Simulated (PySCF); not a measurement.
Cl$_{2}$Ge (SMILES [Cl][Ge][Cl]), singlet, geometry from GFN2-xTB; DF-B3LYP/def2-QZVPP run with PySCF.

Here is a job for PySCF.
```python
from pyscf import gto, scf, dft

mol = gto.M(
    atom='''
Ge   -0.00059285   -0.00984996    0.71845420
Cl    1.03004534    1.30072876   -0.65763687
Cl   -1.02892939   -1.28218766   -0.69474750
''',
    basis='def2-qzvpp',
    verbose=4,
)

mf = dft.RKS(mol)
mf.xc = 'b3lyp'
mf = mf.density_fit(auxbasis='def2-universal-jkfit')
mf.kernel()
mf.analyze()
```

Output, abridged:

```
PySCF version 2.14.0

[INPUT] verbose = 4
[INPUT] num. atoms = 3
[INPUT] num. electrons = 66
[INPUT] charge = 0
[INPUT] spin (= nelec alpha-beta = 2S) = 0
[INPUT] symmetry False subgroup None
[INPUT] Mole.unit = angstrom
[INPUT] Symbol           X                Y                Z      unit          X                Y                Z       unit  Magmom
[INPUT]  1 Ge    -0.000592850000  -0.009849960000   0.718454200000 AA   -0.001120324133  -0.018613726738   1.357681671043 Bohr   0.0
[INPUT]  2 Cl     1.030045340000   1.300728760000  -0.657636870000 AA    1.946503588485   2.458021118745  -1.242753573716 Bohr   0.0
[INPUT]  3 Cl    -1.028929390000  -1.282187660000  -0.694747500000 AA   -1.944394748616  -2.422983517697  -1.312882500726 Bohr   0.0

nuclear repulsion = 312.620235881466
number of shells = 71
number of NR pGTOs = 378
number of NR cGTOs = 229
basis = def2-qzvpp
ecp = {}

******** <class 'pyscf.df.df_jk.DFRKS'> ********
method = DFRKS
initial guess = minao
damping factor = 0
level_shift factor = 0
DIIS = <class 'pyscf.scf.diis.CDIIS'>
diis_start_cycle = 1
diis_space = 8
diis_damp = 0
SCF conv_tol = 1e-09
SCF conv_tol_grad = None
SCF max_cycles = 50
direct_scf = False
XC library pyscf.dft.libxc version 7.1.2
    S. Lehtola, C. Steigemann, M. J. T. Oliveira, and M. A. L. Marques,  SoftwareX 7, 1–5 (2018)
XC functionals = b3lyp
    P. J. Stephens, F. J. Devlin, C. F. Chabalowski, and M. J. Frisch,  J. Phys. Chem. 98, 11623 (1994)
radial grids:
    Treutler-Ahlrichs [JCP 102, 346 (1995); DOI:10.1063/1.469408] (M4) radial grids

becke partition: Becke, JCP 88, 2547 (1988); DOI:10.1063/1.454033
pruning grids: <function nwchem_prune>
grids dens level: 3
symmetrized grids: False
atomic radii adjust function: <function treutler_atomic_radii_adjust>
small_rho_cutoff = 0
Set gradient conv threshold to 3.16228e-05
Initial guess from minao.
tot grids = 58400
******** <class 'pyscf.df.df.DF'> ********
auxbasis = def2-universal-jkfit
init E= -2995.80423627203
  HOMO = -0.270128398131683  LUMO = -0.104847583286211  gap/eV = 4.49752
cycle= 1 E= -2997.56908903876  delta_E= -1.76  |g|= 1.25  |ddm|= 1.65
  HOMO = -0.26203393853691  LUMO = -0.16388160565194  gap/eV = 2.67086
cycle= 2 E= -2997.33593226523  delta_E= 0.233  |g|= 1.54  |ddm|= 1.31
  HOMO = -0.280161479368653  LUMO = -0.10220054138589  gap/eV = 4.84256
cycle= 3 E= -2997.64990670089  delta_E= -0.314  |g|= 0.317  |ddm|= 1.01
  HOMO = -0.292173748277269  LUMO = -0.124985344243325  gap/eV = 4.54943
cycle= 4 E= -2997.67032173663  delta_E= -0.0204  |g|= 0.103  |ddm|= 0.287
  HOMO = -0.291493922898379  LUMO = -0.119823407007008  gap/eV = 4.67139
cycle= 5 E= -2997.67256489404  delta_E= -0.00224  |g|= 0.013  |ddm|= 0.0666
  HOMO = -0.291463346308591  LUMO = -0.120259255856202  gap/eV = 4.65870
cycle= 6 E= -2997.67259809075  delta_E= -3.32e-05  |g|= 0.00251  |ddm|= 0.0107
  HOMO = -0.291506837222187  LUMO = -0.120114680611808  gap/eV = 4.66382
cycle= 7 E= -2997.67259940265  delta_E= -1.31e-06  |g|= 0.000572  |ddm|= 0.00188
  HOMO = -0.291454930628027  LUMO = -0.120063238239636  gap/eV = 4.66381
cycle= 8 E= -2997.67259945287  delta_E= -5.02e-08  |g|= 0.000187  |ddm|= 0.0004
  HOMO = -0.291462281040644  LUMO = -0.120073195301351  gap/eV = 4.66373
cycle= 9 E= -2997.6725994604  delta_E= -7.53e-09  |g|= 3.32e-05  |ddm|= 0.000116
  HOMO = -0.291464542812721  LUMO = -0.120076694391753  gap/eV = 4.66370
cycle= 10 E= -2997.67259946071  delta_E= -3.05e-10  |g|= 5.93e-06  |ddm|= 3.05e-05
  HOMO = -0.291463687432641  LUMO = -0.120076373436271  gap/eV = 4.66369
Extra cycle  E= -2997.6725994607  delta_E= 6.37e-12  |g|= 6.82e-06  |ddm|= 9.59e-06
converged SCF energy = -2997.6725994607
**** SCF Summaries ****
Total Energy =                       -2997.672599460699075
Nuclear Repulsion Energy =             312.620235881465646
One-electron Energy =                -4789.275797085655540
Two-electron Energy =                 1478.982961743490705
Two-electron Coulomb Energy =         1614.631792907187446
DFT Exchange-Correlation Energy =     -135.648831163696627
HOMO-LUMO gap [eV] =                     4.663686360086175
**** MO energy ****
MO #1   energy= -398.795711920637  occ= 2
MO #2   energy= -101.52767925581   occ= 2
MO #3   energy= -101.527678570609  occ= 2
MO #4   energy= -49.8317740614818  occ= 2
MO #5   energy= -44.3543040543343  occ= 2
MO #6   energy= -44.3526148572311  occ= 2
MO #7   energy= -44.3519361436631  occ= 2
MO #8   energy= -9.4601758339778   occ= 2
MO #9   energy= -9.4601744037213   occ= 2
MO #10  energy= -7.21876393001538  occ= 2
MO #11  energy= -7.218763683248    occ= 2
MO #12  energy= -7.21602971839679  occ= 2
MO #13  energy= -7.21602920776121  occ= 2
MO #14  energy= -7.21433493662971  occ= 2
MO #15  energy= -7.21433366742083  occ= 2
MO #16  energy= -6.27129940182652  occ= 2
MO #17  energy= -4.44548799575534  occ= 2
MO #18  energy= -4.44093309112868  occ= 2
MO #19  energy= -4.43833045415015  occ= 2
MO #20  energy= -1.26827408673947  occ= 2
MO #21  energy= -1.26653431101648  occ= 2
MO #22  energy= -1.26427148654032  occ= 2
MO #23  energy= -1.26370985307005  occ= 2
MO #24  energy= -1.26054019810588  occ= 2
MO #25  energy= -0.840314477592511 occ= 2
MO #26  energy= -0.814375067484795 occ= 2
MO #27  energy= -0.525971577729324 occ= 2
MO #28  energy= -0.398196884834439 occ= 2
MO #29  energy= -0.365995977205952 occ= 2
MO #30  energy= -0.361734189373373 occ= 2
MO #31  energy= -0.335294987697339 occ= 2
MO #32  energy= -0.320596115909496 occ= 2
MO #33  energy= -0.291463687432641 occ= 2
MO #34  energy= -0.120076373436271 occ= 0
MO #35  energy= -0.0210075372848387 occ= 0
MO #36  energy= -0.0173948779841343 occ= 0
MO #37  energy= 0.0563444286413336 occ= 0
MO #38  energy= 0.10826620081961   occ= 0
MO #39  energy= 0.112650526186116  occ= 0
MO #40  energy= 0.114335069896811  occ= 0
MO #41  energy= 0.145171954546372  occ= 0
 ** Mulliken pop on meta-lowdin orthogonal AOs  **
 ** Mulliken pop  **
 ** Mulliken atomic charges  **
charge of    0Ge =      0.54599
charge of    1Cl =     -0.27299
charge of    2Cl =     -0.27299
Dipole moment(X, Y, Z, Debye): -0.00160, -0.02628,  1.91655
```
